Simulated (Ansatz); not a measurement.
A CCSD(T) single point on `CC1=CB1`.

```yaml
crystal:
  periodic: [false, false, false]
  atoms:
    - {symbol: C, position_ang: [-0.022144, 0.989527, -0.882723]}
    - {symbol: C, position_ang: [0.009110, -0.062240, 0.149657]}
    - {symbol: C, position_ang: [0.065836, -1.403783, 0.277483]}
    - {symbol: B, position_ang: [0.015913, -0.620546, 1.512191]}
    - {symbol: H, position_ang: [-0.016710, 0.588756, -1.898661]}
    - {symbol: H, position_ang: [-0.909521, 1.614235, -0.751588]}
    - {symbol: H, position_ang: [0.838602, 1.652466, -0.759884]}
    - {symbol: H, position_ang: [0.111547, -2.281163, -0.354825]}
    - {symbol: H, position_ang: [-0.004033, -0.523553, 2.691352]}
basis:
  gaussian: {orbitals: def2-SVP}
correlation: {method: ccsd_t}
```

```sh
$ ansatz run in.yaml --threads 2 --pin off --events-out ev --progress --plain --max-ram 4352MiB
```

The program prints (abridged):

```
Functional definition: HF
839 factors; integrals over basis functions are off by at most 1.4e-3 eV
mean field evaluation 1: about -3835.6843 eV, gradient 2.7e1 eV
mean field evaluation 2: about -3835.6900 eV, gradient 2.7e1 eV
mean field evaluation 4: about -3838.0014 eV, gradient 3.0e0 eV
mean field evaluation 8: about -3838.0322 eV, gradient 8.6e-5 eV
mean field -3838.03221946 eV, -141.0450825536 hartree, gradient 1.6e-6 eV, S^2 0.000000; 0 other end points of the search recorded, 0 dependent functions left out
4 core orbitals not correlated: weight in the atoms' cores, before any rotation towards them, 1.000 or more for the frozen orbitals, at most 0.000 for the correlated occupied ones
reference -3838.03221946 eV, -141.0450825536 hartree; 10, 10 occupied and 67, 67 virtual orbitals, 839 factors
second order -12.88844076 eV of doubles, -0.00000000 eV of singles
cycle   1  -13.51230957 eV  change   -6.2e-1 eV  update   7.7e-2
cycle   2  -13.88495902 eV  change   -3.7e-1 eV  update   2.2e-2
cycle   3  -13.93690309 eV  change   -5.2e-2 eV  update   8.0e-3
cycle   4  -13.93774415 eV  change   -8.4e-4 eV  update   2.1e-3
cycle   5  -13.93808994 eV  change   -3.5e-4 eV  update   6.7e-4
cycle   6  -13.93812513 eV  change   -3.5e-5 eV  update   2.2e-4
cycle   7  -13.93813193 eV  change   -6.8e-6 eV  update   7.0e-5
cycle   8  -13.93813677 eV  change   -4.8e-6 eV  update   2.4e-5
perturbative correction -0.51542497 eV, -0.0189415184 hartree
Total energy: -3852.48578121 eV, -141.5762411507 hartree
```

Hardware: 2 threads of an Arm Neoverse V1 on a shared host. Wall time 2.1 s, peak host memory 0.26 GiB.

The correlation energy is -14.454 eV, 3.6 % of it from (T); the T1 diagnostic reads 0.0093.
